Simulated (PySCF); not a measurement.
C5H3Br, SMILES C(C(Br)=C=C)#C. Geometry optimised at PBE-D3(BJ)/def2-SVP. This is a generated structure with no PubChem entry under its InChIKey; it may be hypothetical.

Method: PBE-D3(BJ)/def2-SVP in PySCF 2.14.0.

Harmonic wavenumbers (cm⁻¹): 116, 156, 176, 320, 397, 434, 521, 581, 587, 607, 663, 841, 939, 955, 1238, 1397, 2000, 2146, 3042, 3126, 3407. Rotational constants (GHz): 2.558, 1.839, 1.078; symmetry number 1.

Problem. Work out the zero-point energy and the ideal-gas rigid-rotor harmonic-oscillator thermochemistry at 298.15 K and 1 atm.

Solution. ZPE = ½ Σ hcν = ½ × 23651 cm⁻¹ = 141.46 kJ/mol. H − E(el) = 161.71 kJ/mol. Entropy in J/(mol K): translation 170.64, rotation 119.41, vibration 58.91, total 348.96. G − E(el) = 57.67 kJ/mol. Cp = 105.37 J/(mol K). Modes under 150 cm⁻¹ make the vibrational entropy uncertain.
